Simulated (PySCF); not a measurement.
## Electronic structure of N (nitrogen, neutral) at the UHF level

Configuration: [He] 2s2 2p3, high-spin 4S determinant. Computed with PySCF 2.14 in aug-cc-pVDZ, with the non-relativistic Hamiltonian (point nucleus).

```json
{
  "Total energy": "-54.393183 hartree",
  "One-electron energy": "-73.9119 hartree",
  "Hartree (Coulomb) energy": "26.1166 hartree",
  "Exchange energy": "-6.5979 hartree",
  "Kinetic energy": "54.37259 hartree",
  "⟨S²⟩": "3.7571",
  "⟨L²⟩": "0.000",
  "Sum of ⟨r⟩": "7.370 bohr",
  "Sum of ⟨r²⟩": "12.17 bohr²",
  "Density at the nucleus (Gaussians lack the cusp)": "197 bohr⁻³",
  "Spin density at the nucleus": "0.354 bohr⁻³",
  "Langevin diamagnetic susceptibility": "-9.64 ×10⁻⁶ cm³/mol",
  "Time after the integrals": "0.05 s of wall time on 1 thread of Neoverse-V1 (shared host)"
}
```

```csv
shell,electrons,mean orbital energy (hartree),"rms radius, mean of both spins (bohr)"
1s α,1,-15.67967,0.265
1s β,1,-15.58766,0.265
2s α,1,-1.16501,1.48
2s β,1,-0.73053,1.48
2p α,3,-0.57053,1.59
```
